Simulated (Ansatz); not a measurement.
In₇As₇ was relaxed with PBE-D4 (def2-SVP) in Ansatz in these states: charge +1 doublet, neutral singlet. The geometries follow in no particular order.

In the def2 sets In takes a core potential; there is no spin–orbit coupling. Single mean-field runs in def2-SVP are fitted with def2-universal-jkfit.

A:

```xyz
14

In    1.813   -1.013   -0.362
In   -1.516    2.052    0.591
In   -0.837   -2.435   -1.328
In   -1.047   -1.104    1.757
In    2.303   -1.492    3.093
In   -0.739    0.726   -2.267
In    2.057    2.778   -0.979
As   -3.342    0.084    1.089
As    0.483   -3.097    0.947
As    2.805    0.940    1.125
As   -2.856   -0.648   -1.213
As   -0.652    3.262   -1.607
As    0.961   -1.161   -2.949
As    0.567    1.109    2.104
```

B:

```xyz
14

In    1.1222   -1.4981    1.1526
In   -1.5534    0.9875   -1.6203
In    0.4754    1.1669    2.7369
In    1.4455    1.6942   -0.4726
In    3.6713   -1.0129   -1.5149
In   -2.1539   -0.3554    1.2614
In   -1.6093   -2.5801   -2.3925
As   -0.6467    3.3714   -0.7120
As    2.8181    0.6745    1.5241
As    1.1221   -2.5035   -1.2744
As   -1.4837    2.3731    1.3819
As   -3.4069   -0.7759   -0.9430
As   -0.6580   -1.2992    3.2056
As    0.8573   -0.2425   -2.3329
```

Problem. Judge from the bond lengths which geometry belongs to which state (an estimate).

Solution. A is the charge +1 doublet (In5–As14 3.280 Å, In5–As10 3.169 Å, In2–In4 3.398 Å); B is the neutral singlet (In5–As14 3.030 Å, In5–As10 2.963 Å, In2–In4 3.288 Å).
